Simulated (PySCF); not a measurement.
SnN: energy against distance

Set-up: Sn x2c-SVPall, N x2c-SVPall; spin-free X2C with a Gaussian nucleus (PySCF 2.14). Energies in eV from Sn + N in their ground configurations at the same level. State: ²Π (doublet), unpaired electrons π ↑.

Curves on a restricted Hartree–Fock reference rise too fast on stretching and do not dissociate correctly.

| R (Å) | HSE06 | ROHF-SCS-MP2 | ROHF-CCSD(T) |
| --- | --- | --- | --- |
| 1.706 | -1.229 | -0.487 |  |
| 1.786 | -1.940 | -1.250 | -1.212 |
| 1.865 | -2.310 | -1.668 | -1.652 |
| 1.925 | -2.428 | -1.819 | -1.820 |
| 1.984 | -2.451 | -1.869 | -1.888 |
| 2.043 | -2.411 | -1.845 | -1.882 |
| 2.123 | -2.296 | -1.733 | -1.793 |
| 2.222 | -2.096 | -1.520 | -1.605 |
| 2.341 | -1.819 | -1.224 | -1.327 |
| 2.500 | -1.443 | -0.798 |  |

Put a parabola through the three lowest points of the HSE06 curve and estimate Re, k and ωe (reduced mass 12.54 u; 1 eV/Å² = 0.16022 mdyn/Å; ωe = 1302.8·√(k/μ) cm⁻¹).

Through R = 1.925, 1.984, 2.043 Å the second-order coefficient is 9.05 eV/Å², so Re ≈ 1.976 Å, k ≈ 2.90 mdyn/Å and ωe ≈ 626 cm⁻¹. A polynomial fit of higher order to the unrounded HSE06 energies gives Re = 1.973 Å, k = 3.08 mdyn/Å, ωe = 646 cm⁻¹; anharmonicity and rounding make the difference.

The higher-order fit for each curve: HSE06: Re = 1.973 Å, ωe = 646 cm⁻¹, De = 2.45 eV; ROHF-SCS-MP2: Re = 1.991 Å, ωe = 659 cm⁻¹, De = 1.87 eV; ROHF-CCSD(T): Re = 2.007 Å, ωe = 631 cm⁻¹, De = 1.89 eV.

Correlated steps freeze 19 core orbitals. Correlated levels converge slowly with the basis: in double zeta they bind strong bonds too weakly, by up to about 1 eV, and carry superposition errors of some tenths. ⟨S²⟩ of the unrestricted solution departs from its pure value on part of the curve, where spin states mix. These are scalar-relativistic numbers at best; spin–orbit coupling would shift them, the dissociation energy most. The state is the lowest determinant that a PBE0 search found; another state may lie lower at other levels.
